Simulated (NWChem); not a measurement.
System: CH₃BF₂O; SMILES OCB(F)F

```xyz
8

O      0.1199    -1.9500     0.1295
C     -0.7210    -0.8435    -0.0637
B     -0.0206     0.5563     0.0120
F     -0.7108     1.6797     0.0337
F      1.2979     0.6567     0.0151
H      0.9586    -1.7728    -0.3081
H     -1.2773    -0.8887    -1.0285
H     -1.5150    -0.8744     0.7038
```
Atoms are numbered in this order, from 1.

Program: NWChem. Pople sets run with spherical d functions. STO-3G and 3-21G are far too small for this property and stand as cheap habits. All runs use the structure optimised with PBE0/def2-SVP. GIAO values for the isolated, static molecule; σ is the absolute isotropic shielding, δ = σ(reference) − σ with the isolated reference molecule computed at the same levels (11B: boron trifluoride, 13C: tetramethylsilane, 19F: trichlorofluoromethane, 1H: tetramethylsilane).

```
level                δ C2 (ppm)  δ B3 (ppm)  δ F4 (ppm)  δ F5 (ppm)  δ H6 (ppm)  δ H7 (ppm)  δ H8 (ppm)  relative time
-------------------  ----------  ----------  ----------  ----------  ----------  ----------  ----------  -------------
Hartree-Fock/STO-3G        39.3        18.5        21.6        20.8       -1.82        1.63        1.95              1
B3LYP/6-311G**             50.3        19.3       -84.3       -77.3       -0.61        3.53        3.45             20
Hartree-Fock/6-31G*        42.0        18.7       -45.3       -39.5        0.17        3.21        3.34              8
```

The last column is a rough cost ratio, cheapest run = 1.
